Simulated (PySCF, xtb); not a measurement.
Potential energy surface of O2Ti, singlet: symmetric bend, bond length relaxed. Scanned: O-Ti-O angle. Other coordinates (Ti-O bond length) were minimised at PBE0/def2-TZVP.

Methods: RHF/3-21G = restricted Hartree-Fock/3-21G in PySCF; RKS-B3LYP/LANL2DZ = restricted B3LYP/LANL2DZ, with its core potentials past Ne run with PySCF; GFN1-xTB (xtb); CCSD(T) on RHF/def2-TZVP, 7 core orbitals frozen (PySCF).

Energies relative to the lowest point of each profile, in eV; the last columns give the difference from CCSD(T):

```
a / °  RHF/3-21G  RKS-B3LYP/LANL2DZ  GFN1-xTB  CCSD(T)  RHF/3-21G − CCSD(T)  RKS-B3LYP/LANL2DZ − CCSD(T)  GFN1-xTB − CCSD(T)
-----  ---------  -----------------  --------  -------  -------------------  ---------------------------  ------------------
180        1.605              2.041     0.452    1.733               -0.128                        0.309              -1.281
170        1.511              1.893     0.421    1.624               -0.113                        0.269              -1.203
160        1.258              1.538     0.337    1.342               -0.084                        0.196              -1.005
150        0.917              1.103     0.227    0.970               -0.054                        0.133              -0.743
140        0.562              0.676     0.117    0.590               -0.028                        0.086              -0.473
130        0.254              0.317     0.031    0.265               -0.012                        0.052              -0.234
120        0.046              0.076     0.000    0.052               -0.007                        0.023              -0.052
110        0.000              0.000     0.061    0.000                0.000                        0.000               0.061
100        0.200              0.146     0.272    0.162                0.037                       -0.017               0.110
90         0.761              0.598     0.735    0.615                0.145                       -0.017               0.120
80         1.837              1.497     1.609    1.481                0.356                        0.016               0.127
```

RHF/3-21G is furthest from CCSD(T) at 80 (0.356 eV, above); its mean absolute difference over the points is 0.088 eV.

RKS-B3LYP/LANL2DZ is furthest from CCSD(T) at 180 (0.309 eV, above); its mean absolute difference over the points is 0.102 eV.

GFN1-xTB is furthest from CCSD(T) at 180 (-1.281 eV, below); its mean absolute difference over the points is 0.492 eV.
